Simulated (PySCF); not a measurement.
Compound: C3H7GeNOSi.
Structure used (PBE0-D3(BJ)/def2-SVP), in Å, numbered top down from 1:
```xyz
14
C3H7GeNOSi angstrom
O     -4.5190    0.5486    0.4444
C     -3.8373   -0.4408    0.2898
N     -2.4907   -0.3756    0.1224
Si    -1.7372    1.2301    0.1413
C      0.0542    0.8839   -0.0628
C      1.2487    0.6487   -0.1891
Ge     3.1096    0.2903   -0.3799
H     -4.2636   -1.4717    0.2758
H     -1.9685   -1.2363   -0.0004
H     -1.9691    1.9112    1.4407
H     -2.2205    2.0593   -0.9929
H      3.6275   -0.3129    0.9331
H      3.2978   -0.7045   -1.5339
H      3.8324    1.6088   -0.6856
```

The computed photoelectron lines, unassigned: C 1s: 289.95 (area 1), 290.14 (area 1), 293.98 (area 1) eV; N 1s: 405.53 eV; O 1s: 537.36 eV; Si 1s: 1847.46 eV; Si 2p3/2: 107.53 eV.

Method: PySCF 2.14.0, delta-SCF UKS SCAN, pcX-2 on the ionised atom, pcseg-1 elsewhere, spin-free X2C. Isolated species at its PBE0-D3(BJ)/def2-SVP geometry (one conformer only).

Problem. Order the carbon atoms by C 1s binding energy.

Solution. 289.95 eV: C5 (alkyne carbon); 290.14 eV: C6 (alkyne carbon); 293.98 eV: C2 (amide carbonyl carbon). The listed C 1s values span 4.03 eV, from C5 (bonded to C (triple bond) and Si) to C2 (bonded to O (double bond), N and H). The widest gap between neighbouring values is 3.84 eV, between 290.14 and 293.98 eV. Summing the Pauling electronegativity differences to the bonded atoms, each weighted by its formal bond order, gives -0.65 for the lowest site and +1.92 for the highest; no listed site has a larger sum than the highest.

Bonded neighbours of each site: O1: C (double bond); C2: O (double bond), N and H; N3: C, H and Si; Si4: N, C and 2 H; C5: C (triple bond) and Si; C6: C (triple bond) and Ge.

Problem. Give the binding energy of C 1s of C2 in hartree and in kJ/mol.

Solution. 293.98 eV = 10.8036 Eh = 28365 kJ/mol.

The unrestricted hole states depart most from a pure doublet (⟨S²⟩ = 0.75; over 0.85 named) for C 1s of C5 (0.85) and C 1s of C6 (0.86), which makes these values less certain. The 2p values aren't plain energy differences: one relaxed spin-free 2p hole is combined with a matrix within the shell (ground-state 2p orbital-energy differences and spin–orbit coupling). 2p3/2, the mean of its two sublevels, lies a third of the splitting below the shell's mean and 2p1/2 two thirds above it; the statistical areas are 2:1. 2p1/2 minus 2p3/2 (ligand field included): Si 0.63 eV. No level of germanium is listed.
